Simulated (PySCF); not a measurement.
Computed with PBE-D3(BJ)/def2-TZVP // PBE0-D3(BJ)/def2-SVP (PySCF). Isolated molecules, 0 K electronic values unless said otherwise. One relaxed conformer stands for a flexible species; it need not be the lowest. Excitations are Tamm–Dancoff values on a coarser integration grid. The basis has no diffuse functions, so Rydberg states are missing or too high.

Reference species (SMILES): `Bc1c(C#C)ccc2sccc12` (neutral, multiplicity 1).

```
Property               Result
-------------------  --------
LUMO                 -3.17 eV
S1 excitation (TDA)   3.07 eV
T1 excitation (TDA)   2.37 eV
HOMO–LUMO gap         2.60 eV
```

Changed species: `Bc1c(C#C)ccc2ccsc12`.

Question: Give the shifts of the LUMO, S1 excitation (TDA), T1 excitation (TDA) and HOMO–LUMO gap.

Answer: the LUMO falls by 0.03 eV, to -3.20 eV; the S1 excitation (TDA) falls by 0.15 eV, to 2.92 eV; the T1 excitation (TDA) drops by 0.14 eV, to 2.23 eV; the HOMO–LUMO gap drops by 0.15 eV, to 2.45 eV.
